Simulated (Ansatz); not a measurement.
Basis sets compared for Zn10H28Se10. Total charge 0; singlet. Geometry PBE-D4/def2-SVP, loosely relaxed. Ansatz on 11 threads of AMD EPYC 7R13 on a shared host and a whole NVIDIA H100 80GB HBM3; times are rough, and most runs start from earlier orbitals.

```xyz
48

Zn    3.6165    1.9149   -0.4794
Zn    1.0951   -0.6315   -3.7460
Zn   -1.5759   -4.4437    0.0948
Zn    1.5197    1.0610    3.4247
Zn   -2.7144   -3.3856    2.3446
Zn    0.8822   -1.1878   -0.0261
Zn    1.0097    2.6374   -1.6267
Zn   -1.4104   -0.2429   -2.3547
Zn   -2.9758    1.1631   -0.0713
Zn   -4.1450   -1.2481   -0.6357
Se    1.8705   -2.2772   -1.9755
Se    2.5262    0.1961    1.3089
Se    2.6769    3.8768    1.1049
Se   -0.0674   -2.8161    1.5902
Se    0.3998    2.6460   -3.9802
Se   -2.1647   -2.5656   -1.5842
Se    0.1204   -1.0100    4.4350
Se   -0.6887    2.2126    2.6015
Se   -3.0208   -0.8790    1.6876
Se   -0.4560    0.8122   -0.4052
H     5.1758    1.9014   -0.4202
H     4.6510   -0.3118   -3.0164
H     2.0395   -0.0910   -4.8717
H    -0.6308   -0.6781   -3.7609
H    -3.0307   -4.2734    0.9559
H    -0.7808   -5.6629   -0.4644
H     2.3312    1.7970    4.5476
H    -2.8553   -3.6322    3.8773
H     2.4237    1.6217   -1.5931
H     0.8384    3.8848   -0.6190
H    -2.2813    1.2316   -3.3071
H    -3.5170    2.5224    0.4629
H    -5.6346   -1.6865   -0.7702
H    -3.4266    0.1983   -1.4301
H     0.6563   -3.1394   -2.0436
H     4.0434    0.1509   -3.1129
H     3.6638   -0.5872    1.8570
H     2.9933    5.0493    0.2561
H     3.8957    4.1182    1.9628
H     0.9702   -3.8773    1.5223
H    -1.5557    1.6418   -3.5011
H    -0.4157    3.8738   -3.7486
H    -2.7833   -3.1840   -2.7821
H     1.3199   -1.8730    4.5718
H     0.3685   -0.4347    5.7949
H    -0.6127    3.1175    3.7930
H    -0.0194    3.2376    1.7469
H    -4.3248   -0.7474    2.3857
```

Single mean-field runs in def2-SVP, def2-TZVP are fitted with def2-universal-jkfit. The geometry of the charge 0 singlet is only loosely relaxed. In the singlet geometry the species has come apart into loosely held pieces. In the singlet, H22 and H36 lie 0.77 Å apart, H31 and H41 lie 0.86 Å apart (atoms count from 1), so H2 has formed as a molecule.

Binding counts from free atoms (Zn singlet, Se triplet, H doublet) in the same basis, without a counterpoise term.

```json
{"level": "PBE-D4/def2-SVP", "functions": "770", "energy (Eh)": "-41814.7685", "HOMO (eV)": "-5.22", "LUMO (eV)": "-2.27", "binding per atom (eV)": "2.25", "wall time": "4.6 s"}
{"level": "PBE0-D4/def2-SVP", "functions": "770", "energy (Eh)": "-41815.8530", "HOMO (eV)": "-6.23", "LUMO (eV)": "-1.51", "binding per atom (eV)": "2.23", "wall time": "8 s"}
```

Task: Estimate the rows for PBE-D4/def2-TZVP, PBE0-D4/def2-TZVP (with forces).

Result: 
| level | functions | energy (Eh) | HOMO (eV) | LUMO (eV) | binding per atom (eV) | wall time |
| --- | --- | --- | --- | --- | --- | --- |
| PBE-D4/def2-TZVP | 1128 | -41820.3532 | -5.43 | -2.56 | 2.16 | 7.5 s |
| PBE0-D4/def2-TZVP (with forces) | 1128 | -41821.3346 | -6.39 | -1.78 | 2.16 | 16 s |
